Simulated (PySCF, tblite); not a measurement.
Isomers of C3H8F2Si2, one GFN2-xTB conformer each. Single-point energies are computed at PBE0/pcSseg-1 (PySCF, gas phase, no added dispersion term), electronic only.

**Question.** Rank them by PBE0/pcSseg-1 energy, lowest first (kcal/mol).
A. `[F:1][C@@H:2]1[CH2:3][SiH2:4][Si@H:5]([F:6])[CH2:7]1` with F1–C2–C3–Si4 -65°, C2–C3–Si4–Si5 -32°, C3–Si4–Si5–F6 120°, Si4–Si5–C7–C2 19°
B. `[F:1][SiH2:2][CH2:3]/[CH:4]=[C:5](\[F:6])[SiH3:7]` with F1–Si2–C3–C4 -60°, Si2–C3–C4–C5 -96°

**Answer.** A (0.0), B (25.9).

As drawn, the lower has an Si–Si bond, which the higher lacks; the higher has a C=C bond outside aromatic rings, which the lower lacks. GFN2-xTB itself gives, in the same order: 0.0, 9.8. Both levels put the same isomer lowest.

**Question.** Which frontier levels, dipoles and rotational constants go with these structures?

**Answer.** 
```
                    SMILES  HOMO (eV, PBE0/pcSseg-1)  LUMO (eV)  dipole (D)       A, B, C (MHz)
F[C@@H]1C[SiH2][Si@H](F)C1                     -7.96      -0.63        3.18    2229, 1604, 1232
    F[SiH2]C/C=C(\F)[SiH3]                     -7.23      -0.37        0.84  3412, 746.3, 675.7
```

**Question.** What happens when harmonic zero-point energies from GFN2-xTB frequencies are added?

**Answer.** 
```csv
SMILES,ZPE (kcal/mol),electronic (kcal/mol),with ZPE (kcal/mol)
F[C@@H]1C[SiH2][Si@H](F)C1,63.9,0.0,0.0
F[SiH2]C/C=C(\F)[SiH3],59.1,25.9,21.1
```

The zero-point energies span 4.8 kcal/mol. The order is unchanged.
